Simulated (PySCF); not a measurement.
C₅H₁₁B.
Cartesian coordinates in Å at the PBE0-D3(BJ)/def2-SVP level; atoms count from 1:
```xyz
17
C5H11B angstrom
B     -1.2379    1.4740    0.8673
C     -0.5614    0.4465   -0.0739
C     -1.2055   -0.8804   -0.5439
C      0.1990   -1.5092   -0.5651
C      0.7181   -0.3494    0.3108
C      2.0731    0.2538    0.0239
H     -2.4401    1.6323    0.8661
H     -0.5643    2.1770    1.5910
H     -0.3208    1.0710   -0.9667
H     -1.8478   -1.3208    0.2350
H     -1.7739   -0.8672   -1.4858
H      0.3150   -2.5347   -0.1819
H      0.6433   -1.4623   -1.5732
H      0.6597   -0.6368    1.3757
H      2.2350    1.1686    0.6164
H      2.8873   -0.4484    0.2647
H      2.1663    0.5234   -1.0414
```

The calculation used PBE0-D3(BJ)/def2-SVP geometry optimisation, gas phase (PySCF).

Masses are those of the commonest isotopes; rigid-rotor values at the optimised geometry. The values belong to one conformer with, in the numbering `[BH2:1][C@@H:2]1[CH2:3][CH2:4][C@H:5]1[CH3:6]`, H–B1–C2–C3 -32° and 151°, B1–C2–C3–C4 -148°, C2–C3–C4–C5 17°, C3–C4–C5–C6 -140°, B1–C2–C5–C4 149°.

Problem. Give the principal moments of inertia and the rotational constants in MHz.

Solution. Ia = 111.15, Ib = 145.40, Ic = 231.47 u·Å²; 505379 MHz·u·Å²/I gives A = 4547, B = 3476, C = 2183 MHz.

Problem. Classify the top.

Solution. An asymmetric top. Ray's parameter κ = (2B − A − C)/(A − C) = 0.094; −1 is the prolate and +1 the oblate limit.

Problem. What does the inertial defect say?

Solution. Not planar: Δ = Ic − Ia − Ib = -25.09 u·Å². For a rigid frame Δ = −2 Σ m c², so Σ m c² = 12.54 u·Å² lies off the ab plane: 9.01 from hydrogen and 3.53 from heavier atoms. The atom farthest from that plane is 1.46 Å away.

Problem. Which types of transition are allowed, and where do some lines up to J = 2 fall?

Solution. The dipole components are |μa| = 0.62 D, |μb| = 0.36 D, |μc| = 0.22 D. The squared components, which scale the intensities, stand as 1.00 : 0.34 : 0.13 (a : b : c). Some lines, for components of 0.1 D or more:

```tsv
type	branch	J(Ka,Kc)	MHz	lower level (cm⁻¹)
c	Q	2(1,2) ← 2(0,2)	444	0.544
a	Q	2(2,0) ← 2(2,1)	665	0.795
c	Q	1(1,1) ← 1(0,1)	1071	0.189
a	Q	1(1,0) ← 1(1,1)	1292	0.224
b	Q	1(1,0) ← 1(0,1)	2364	0.189
c	Q	2(2,1) ← 2(1,1)	3214	0.688
a	Q	2(1,1) ← 2(1,2)	3877	0.559
b	Q	2(2,0) ← 2(1,1)	3879	0.688
b	Q	2(1,1) ← 2(0,2)	4321	0.544
a	R	1(0,1) ← 0(0,0)	5659	0.000
b	R	1(1,1) ← 0(0,0)	6730	0.000
b	Q	2(2,1) ← 2(1,2)	7091	0.559
c	R	1(1,0) ← 0(0,0)	8023	0.000
b	R	2(0,2) ← 1(1,1)	9582	0.224
a	R	2(1,2) ← 1(1,1)	10026	0.224
a	R	2(0,2) ← 1(0,1)	10653	0.189
b	R	2(1,2) ← 1(0,1)	11097	0.189
a	R	2(1,1) ← 1(1,0)	12610	0.268
c	R	2(1,1) ← 1(0,1)	14974	0.189
b	R	2(2,1) ← 1(1,0)	15824	0.268
c	R	2(2,0) ← 1(1,0)	16489	0.268
c	R	2(2,1) ← 1(1,1)	17116	0.224
b	R	2(2,0) ← 1(1,1)	17781	0.224
```

Stationary, but not proved a minimum. These are rigid-rotor constants of the computed structure; measured ground-state constants (B0) also hold zero-point vibration. A rigid rotor knows nothing of internal rotation, which can split or shift real lines. Quadrupole hyperfine structure (11B) is left out.
